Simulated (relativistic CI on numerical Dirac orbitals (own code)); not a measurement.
Slater and spin-orbit integrals, La XIII

These numbers are calculated, not measured: Dirac-Coulomb-Breit CI, separate exchange-only KLI orbitals for each configuration, a model potential for QED, unscaled Slater integrals (own radial code, finite nucleus).

Slater integrals F^k, G^k are unscaled and averaged over j, outside the closed core [Ar] 3d10; ζ comes from projecting the Hamiltonian with its Breit term on Σ l·s of the shell.

- 4s2 4p6 4d9: ζ(4d) = 9915.8 cm⁻¹; <r>(4d) = 0.734, <r^2>(4d) = 0.6185 (bohr units).
- 4s2 4p5 4d10: ζ(4p) = 94999 cm⁻¹; <r>(4p) = 0.6792, <r^2>(4p) = 0.5226 (bohr units).
- 4s2 4p6 4d8 4f: F^2(4d,4d) = 138340, F^4(4d,4d) = 93090, ζ(4d) = 9980.6, F^2(4d,4f) = 127120, F^4(4d,4f) = 82685, G^1(4d,4f) = 149860, G^3(4d,4f) = 95924, G^5(4d,4f) = 68378, ζ(4f) = 731.6 cm⁻¹; <r>(4d) = 0.7328, <r^2>(4d) = 0.6164, <r>(4f) = 0.827, <r^2>(4f) = 0.8022 (bohr units).

(1) Give the Racah parameters of the d shell in 4s2 4p6 4d8 4f.

Averages of the first 10 configurations, taken without configuration mixing, which lowers the lowest level and can move excited configurations by several eV; other configurations of the list can lie among them:

```
    Configuration  Parity  States  Average energy above the lowest level (eV)
      4s2 4p6 4d9    even      10                                         2.5
     4s2 4p5 4d10     odd       6                                       112.6
   4s2 4p6 4d8 4f     odd     630                                       111.6
   4s2 4p6 4d8 5s    even      90                                       100.5
      4s 4p6 4d10    even       2                                       185.2
   4s2 4p6 4d8 5p     odd     270                                       123.8
   4s2 4p5 4d9 4f    even     840                                       220.4
4s2 4p6 4d7 4f 5s     odd    3360                                       211.1
   4s2 4p6 4d8 5d    even     450                                       158.1
4s2 4p6 4d7 5s 5p     odd    1440                                       226.0
```

## Answers

(1) B = F²/49 − 5F⁴/441 = 1768 cm⁻¹ and C = 35F⁴/441 = 7388 cm⁻¹.
